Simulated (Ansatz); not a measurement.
Mulliken charges of CH$_{5}$SSn, SMILES `[CH3][SnH][SH]` radical from ωB97M-V/def2-TZVPP in Ansatz (PBE0-D4/def2-TZVP geometry).

```json
{"atom": "C1", "x (Å)": "-0.719", "y (Å)": "0.880", "z (Å)": "-0.462", "charge (e)": "-0.594"}
{"atom": "Sn2", "x (Å)": "1.193", "y (Å)": "-0.087", "z (Å)": "-0.164", "charge (e)": "0.494"}
{"atom": "S3", "x (Å)": "0.858", "y (Å)": "-1.894", "z (Å)": "1.414", "charge (e)": "-0.361"}
{"atom": "H4", "x (Å)": "-1.045", "y (Å)": "1.350", "z (Å)": "0.465", "charge (e)": "0.140"}
{"atom": "H5", "x (Å)": "-1.436", "y (Å)": "0.113", "z (Å)": "-0.761", "charge (e)": "0.157"}
{"atom": "H6", "x (Å)": "-0.630", "y (Å)": "1.633", "z (Å)": "-1.244", "charge (e)": "0.143"}
{"atom": "H7", "x (Å)": "1.672", "y (Å)": "-0.930", "z (Å)": "-1.597", "charge (e)": "-0.093"}
{"atom": "H8", "x (Å)": "0.199", "y (Å)": "-1.122", "z (Å)": "2.293", "charge (e)": "0.115"}
```

Task: By hand: the dipole of these point charges (1 e Å = 4.8032 D).

Result: Σ q r = (0.112, 0.516, -0.137) e Å, of length 0.545 e Å = 2.62 D.

Task: How does the dipole of the full density compare? (Best estimate.)

Result: Ansatz gave: (-0.140, 0.424, -0.096) e Å, 2.19 D; the point charges give 1.20 times that, at 30° from its direction.

Point charges leave out the atoms' own dipoles, such as those of lone pairs, and Mulliken's split depends on the basis, so the two needn't agree.
